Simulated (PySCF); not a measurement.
Electron correlation in Ge (germanium, neutral)

[Ar] 3d10 4s1 4p2 4d1, one real determinant (an excited configuration). Computed with PySCF 2.14 in x2c-TZVPPall with one added diffuse shell each of s, p, d type (7s6p5d1f, 57 functions), with scalar relativity by spin-free X2C-1e. Frozen: [Ar] 3d10; 4 electrons correlated.

| level | correlation energy (mhartree) |
| --- | --- |
| CCSD | -22.96 |
| (T) | -2.18 |
| CCSD(T) | -25.14 |

Diagnostics: T1 = 0.027, D1 = 0.0734, largest double amplitude 0.310.

The real determinant used has ⟨L²⟩ near 8 against 12 for a pure F term, so it mixes terms. The outer electron is Rydberg-like, and this basis confines it to a smaller radius and binds it less than a complete one would. A double-excitation amplitude exceeds 0.15, a sign of near-degeneracy.

Cost of the coupled-cluster step: roughly 0.9 core-seconds, for 4 correlated electrons.

The reference is one real determinant that mixes LS terms of this configuration.
